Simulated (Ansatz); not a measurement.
`[OH][Mo]([OH])([OH])([F])([F])[Cl]` at its PBE0-D4/def2-TZVP geometry, where that method's forces vanish. Charge 0, multiplicity 1. Mo takes the def2 core potential.

```xyz
10

O    -0.0906   -0.1750    1.7427
Mo   -0.0524   -0.1125   -0.1027
O    -1.1230    1.4006   -0.1501
O     1.5156    0.8514   -0.1244
F    -1.3538   -1.4367    0.0504
F    -0.4683   -0.1332   -1.9261
Cl    1.3719   -1.9140   -0.5633
H    -0.7581   -0.6754    2.2256
H    -1.4399    1.7270   -1.0013
H     2.3984    0.4677   -0.1508
```

**Question.** What forces (eV/Å) does r2SCAN-D4/def2-TZVPP give on these atoms in Ansatz 0.2.0? (Best estimate.)

**Answer.** Ansatz gave: 
```
O1   0.016  0.027  0.459
Mo2 -0.032 -0.349 -0.277
O3  -0.246  0.369  0.058
O4   0.367  0.303  0.006
F5  -0.180 -0.146  0.004
F6  -0.043 -0.006 -0.206
Cl7  0.119 -0.166 -0.026
H8  -0.017 -0.016  0.009
H9  -0.003 -0.005 -0.024
H10  0.019 -0.013 -0.004
```
